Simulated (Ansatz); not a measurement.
Potential energy curve for AlB, lowest triplet found (which spin is the ground state isn't settled by this scan).

Levels of theory: UKS-PBE = unrestricted PBE/aug-cc-pVDZ in Ansatz (a first-principles code); FCI = full CI/aug-cc-pVDZ, frozen core (Ansatz).

Energies relative to the lowest point of each curve between 1.70 and 2.20 Å, where full CI is lowest, in kJ/mol; the last columns give the error against full CI:

```json
[
 {"R / Å": "1.48", "UKS-PBE": "399.7", "FCI": "426.7", "UKS-PBE − FCI": "-27.0"},
 {"R / Å": "1.60", "UKS-PBE": "206.5", "FCI": "225.2", "UKS-PBE − FCI": "-18.7"},
 {"R / Å": "1.70", "UKS-PBE": "107.6", "FCI": "120.6", "UKS-PBE − FCI": "-13.0"},
 {"R / Å": "1.78", "UKS-PBE": "57.3", "FCI": "66.5", "UKS-PBE − FCI": "-9.1"},
 {"R / Å": "1.88", "UKS-PBE": "20.2", "FCI": "25.6", "UKS-PBE − FCI": "-5.4"},
 {"R / Å": "1.95", "UKS-PBE": "6.7", "FCI": "9.8", "UKS-PBE − FCI": "-3.2"},
 {"R / Å": "2.02", "UKS-PBE": "0.6", "FCI": "2.0", "UKS-PBE − FCI": "-1.3"},
 {"R / Å": "2.08", "UKS-PBE": "0.0", "FCI": "0.0", "UKS-PBE − FCI": "0.0"},
 {"R / Å": "2.15", "UKS-PBE": "3.2", "FCI": "1.9", "UKS-PBE − FCI": "1.3"},
 {"R / Å": "2.20", "UKS-PBE": "7.6", "FCI": "5.4", "UKS-PBE − FCI": "2.2"}
]
```

UKS-PBE is furthest from FCI at 1.48 (-27.0 kJ/mol, below); its mean absolute error over the points is 8.1 kJ/mol.

The scan ran from 1.48 to 6.98 Å; beyond the distances shown full CI changes its symmetry label. The unrestricted determinant behind UKS-PBE is spin-contaminated at 1.48 to 1.88 Å (<S²> up to 2.2, against 2.00 for a pure triplet).
